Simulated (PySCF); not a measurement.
2-chloro-3-fluorobuta-1,3-diene (C4H4ClF), SMILES C=C(F)C(=C)Cl. Geometry: PBE-D3(BJ)/def2-SVP. One conformer was computed; it need not be the lowest.

These are PBE-D3(BJ)/def2-SVP (PySCF 2.14.0) values and carry that method's errors.

Harmonic wavenumbers (cm⁻¹): 87, 244, 340, 349, 426, 455, 622, 681, 693, 728, 831, 839, 854, 919, 1085, 1283, 1324, 1358, 1611, 1674, 3110, 3122, 3221, 3236. Rotational constants (GHz): 4.650, 2.238, 1.511; symmetry number 1.

Problem. Work out the zero-point energy and the ideal-gas rigid-rotor harmonic-oscillator thermochemistry at 298.15 K and 1 atm.

Solution. ZPE = ½ Σ hcν = ½ × 29092 cm⁻¹ = 174.01 kJ/mol. H − E(el) = 192.68 kJ/mol. Entropy in J/(mol K): translation 166.97, rotation 114.71, vibration 48.84, total 330.52. G − E(el) = 94.14 kJ/mol. Cp = 100.90 J/(mol K). Modes under 150 cm⁻¹ make the vibrational entropy uncertain.
